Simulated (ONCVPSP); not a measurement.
**Potentials for lithium compared**

Generated with ld1.x 7.5 (TM, RRKJ, ultrasoft, PAW), atompaw 4.2 or ONCVPSP 4.0.1. The cutoff is in Ry: for ld1.x and atompaw files where the sum of valence levels is converged to 10 mRy in a Bessel basis, for ONCV files where the hardest occupied wave has 1 mHa per electron of residual kinetic energy. The error is the largest all-electron minus pseudo excitation energy over each file’s own four to seven test configurations (ionisations up to +4, promotions, holes and added fractions of an electron), all of which were solved. The labels leave out finer settings (local radius, basis sizes, second energies), which also bear on the numbers. Spin-polarised tests are not counted. The rows are a selection from randomly drawn settings: files with unsolved tests, undetermined cutoffs or missed reference levels are left out.

| potential | cutoff (Ry) | largest error (meV) | bound ghosts |
| --- | --- | --- | --- |
| ONCV, BLYP, scalar-relativistic, rc 0.95/0.90 (sp), local smoothed, core correction no, reference 1s2 2s1, qcut 11.7/10, projectors 2/2 | 103 | +514 | none |
| ONCV, LDA (Perdew-Zunger), non-relativistic, rc 0.90/0.90/0.85 (spd), local smoothed, core correction no, reference 1s2 2s1, qcut 13.2/7.4/10.3, projectors 2/1/1 | 121 | +348 | none |
| ONCV, BLYP, non-relativistic, rc 1.05/1.05 (sp), local smoothed, core correction no, reference 1s2 2s1, qcut 9.7/8.2, projectors 2/2 | 75 | +920 | none |
| ONCV, PBE, scalar-relativistic, rc 1.10/4.00/3.70 (spd), local smoothed, core correction no, reference 1s2 2s0.75 2p0.25, qcut 12.5/2.1/2.8, projectors 2/2/2 | 96 | -10 | none |
| ONCV, revPBE, non-relativistic, rc 1.35/4.00/3.45 (spd), local smoothed, core correction no, reference 1s2 2s0.5 2p0.5, qcut 7.8/2/2.8, projectors 2/2/2 | 58 | +17 | none |

Problem. Fill in the row for Li: ONCV, BLYP, scalar-relativistic, rc 1.20/1.00 (sp), local smoothed, core correction no, reference 1s2 2s1, qcut 7.6/9.3, projectors 2/1.

Solution. cutoff 51 Ry, largest error +1674 meV, bound ghosts: none.

Problem. Fill in the row for Li: ONCV, PBEsol, scalar-relativistic, rc 3.35/4.00 (sp), local s, core correction yes, reference 2s0.75 2p0.25, qcut 1.9/2.2, projectors 0/1.

Solution. cutoff 3 Ry, largest error -10 meV, bound ghosts: none.
